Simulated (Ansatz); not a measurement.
The cluster Te5W3⁺. Charge 1, multiplicity 2. Geometry PBE-D4/def2-SVP, that of the neutral singlet.

Cartesian coordinates in Å:
```
W 0.737 -0.364 -0.996
W -0.244 -0.529 1.574
W -1.316 1.021 0.216
Te -2.211 0.911 2.783
Te 2.856 -0.066 -2.329
Te 1.231 1.616 0.871
Te -1.518 0.137 -2.316
Te 0.466 -2.726 0.196
```

In the def2 sets Te, W take a core potential; there is no spin–orbit coupling. The structure comes from a short search, and lower isomers may exist.

(1) Estimate the α-spin orbital energies around the gap (eV) in Ansatz with PBE-D4/def2-SVP, r2SCAN-D4/def2-SVP, PBE0-D4/def2-SVP.

## Answers

(1) 
```tsv
orbital	PBE-D4/def2-SVP	r2SCAN-D4/def2-SVP	PBE0-D4/def2-SVP
HOMO−5	-10.13	-10.47	-11.22
HOMO−4	-10.13	-10.43	-11.14
HOMO−3	-9.95	-10.29	-10.95
HOMO−2	-9.44	-9.69	-10.33
HOMO−1	-9.33	-9.58	-10.19
HOMO	-8.94	-9.28	-9.91
LUMO	-7.79	-7.81	-7.20
LUMO+1	-7.74	-7.76	-7.09
LUMO+2	-7.25	-7.24	-6.64
LUMO+3	-7.14	-7.14	-6.51
LUMO+4	-7.08	-7.12	-6.45
LUMO+5	-6.69	-6.72	-6.10
β HOMO	-9.26	-9.50	-10.11
β LUMO	-8.63	-8.72	-8.21
```
